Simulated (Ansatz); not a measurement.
`F[CH2][InH][I]`, charge 0, multiplicity 1.

(1) Give a relaxed structure at PBE0-D4/def2-TZVP (Ansatz). (Estimate.)

Results:

(1) The calculation gave: 
Z-matrix (Å, degrees):
```
C
In 1 2.168
F 1 1.385 2 112.1
H 1 1.094 2 109.4 3 -120.8
H 1 1.094 2 109.4 3 120.8
I 2 2.684 1 109.4 3 180.0
H 2 1.707 1 135.0 3 -0.0
```
Point group Cs.
